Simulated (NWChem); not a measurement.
Molecule: CBCl2NO; SMILES O=C=NB(Cl)Cl

```xyz
6

B      0.0020     0.4358     0.0000
Cl    -1.5242     1.2961     0.0000
Cl     1.5018     1.3405     0.0000
N      0.0226    -0.9643     0.0000
C      0.0167    -2.1622     0.0000
O      0.0145    -3.3252     0.0000
```
Atoms are numbered in this order, from 1.

Level: PBE0/def2-SVP (NWChem), optimised geometry, unscaled harmonic frequencies. 

Task: List the harmonic frequencies with IR intensities, and the thermochemistry.

Result: 
```
frequency (cm⁻¹)  IR intensity (km/mol)
----------------  ---------------------
31                                  0.0
99                                  0.2
246                                 1.8
356                                 1.8
479                                 4.6
506                                12.5
597                                34.9
633                                37.7
984                               406.7
1055                              379.2
1671                              194.8
2513                             1869.0
```

| Property | Value |
|---|---|
| zero-point energy | 13.1 kcal/mol |
| thermal correction to the enthalpy at 298.15 K (with zero-point energy) | 17.5 kcal/mol |
| heat capacity Cv | 18.5 cal/(mol K) |
| entropy at 298.15 K and 1 atm (symmetry number 1) | 83.6 cal/(mol K) |
| dipole moment | 0.16 D |

Rigid rotor and harmonic oscillator; modes under 100 cm⁻¹ make the entropy uncertain.
